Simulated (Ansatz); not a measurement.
Several settings on one geometry of Li11F11 (started as a model of: (LiF)11 cage of four- and six-membered rings) (that of the charge 0 singlet, r2SCAN-D4/def2-SVP). Ansatz on 4 threads of Arm Neoverse V2 on a shared host; times are rough.

```csv
atom,x (Å),y (Å),z (Å)
Li1,0.829,0.913,-2.910
F2,0.948,2.000,-1.510
Li3,-0.868,1.913,-1.518
F4,-0.980,0.969,-3.030
Li5,-0.885,-0.796,-2.751
F6,0.942,-0.862,-2.752
Li7,1.627,-1.408,-1.225
F8,2.272,-0.248,0.001
Li9,1.719,1.455,0.001
F10,0.948,2.000,1.511
Li11,-0.869,1.913,1.518
F12,-1.670,1.417,0.000
Li13,-2.167,-0.308,-0.001
F14,-1.674,-1.441,-1.321
Li15,-0.891,-2.390,0.000
F16,0.868,-2.498,0.000
Li17,1.626,-1.409,1.225
F18,-1.675,-1.441,1.319
Li19,0.828,0.912,2.910
F20,-0.982,0.968,3.030
Li21,-0.887,-0.797,2.750
F22,0.941,-0.863,2.753
```

Totals from different functionals, basis sets or treatments of relativity can't be compared as stabilities.

The 6-31G sets use Cartesian d functions.

Question: Give the basis size and estimate the energy, ⟨S²⟩ and time of these runs.

| run | method | charge | state | further keys |
| --- | --- | --- | --- | --- |
| 1 | RKS SVWN5/6-31++G** | 0 | singlet | fitting: {mean_field: def2-universal-jkfit}; scf: {lower_state_search: full} |
| 2 | UKS ωPBEh/cc-pVDZ | 0 | singlet | scf: {omitted_lower_state_checks: [starts]} |
| 3 | RKS B3LYP5/STO-3G | 0 | singlet | scf: {omitted_lower_state_checks: [starts]}; forces asked |

Answer: 
```csv
run,functions,energy (Eh),⟨S²⟩,wall time
1,418,-1174.1812,–,12 s
2,308,-1181.5567,0.00,52 s
3,110,-1165.6647,–,15 s
```
